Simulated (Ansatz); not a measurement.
`C=[C](O)[GaH2]` + HBr → `C=C(O)Br` + `[GaH3]` at 600 K and 1 bar (substitution at a C–Ga bond).

Gas-phase electronic energies from Ansatz, PBE0-D4/def2-TZVP geometries. CBS: MP2 limit from def2 TZ/QZ plus the TZ coupled-cluster correction, frozen cores. For Br, Ga outer-core shells are correlated without core-valence functions, which leaves a few kJ/mol of doubt a bond. Scalar relativity is left out up to krypton. One conformer a species, not always the lowest.

| species | CCSD(T)/CBS energy (Eh) | H − E (kJ/mol) | S (J/(mol·K)) |
| --- | --- | --- | --- |
| `C=[C](O)[GaH2]` | -2078.17681 | 211.0 | 403.0 |
| HBr | -2573.91920 | 33.5 | 219.1 |
| `C=C(O)Br` | -2726.36773 | 164.6 | 360.2 |
| `[GaH3]` | -1925.70545 | 74.9 | 253.2 |

H − E and S are ideal-gas, rigid-rotor, harmonic terms from PBE0-D4/def2-TZVP, for one conformer and one mirror image of each species. 1 Eh = 2625.50 kJ/mol, R = 8.31446 J/(mol·K).

Q: By hand: ΔE, ΔH, ΔS and ΔG.

A: ΔE = (-2726.36773) + (-1925.70545) − (-2078.17681) − (-2573.91920) = 0.02283 Eh = 59.9 kJ/mol. Δ(H − E) = 164.6 + 74.9 − 211.0 − 33.5 = -5.0, so ΔH = 54.9 kJ/mol. ΔS = 360.2 + 253.2 − 403.0 − 219.1 = -8.7 J/(mol·K). ΔG = 54.9 − 600 × (-8.7)/1000 = 60.1 kJ/mol.

Q: By hand: the equilibrium constant, and the temperature at which ΔG would vanish if ΔH and ΔS stayed fixed.

A: log₁₀ K = −ΔG/(RT ln 10) = -5.2. ΔH and −TΔS have one sign here, so there is no such temperature.

The number of gas molecules stays the same, so ΔS is small and ΔH decides. A doubt of 5 kJ/mol in ΔE shifts log₁₀ K by 0.4 here. Other conformers and mirror images would add mixing entropy, several J/(mol·K) or more a flexible species. These are equilibria of isolated gas molecules and say nothing of rates. Largest T1 diagnostic: 0.013 (customary marks: 0.02 for closed shells, 0.045 for open ones).

ΔS is within the doubt of such terms, so its sign, and with it that verdict, could turn.
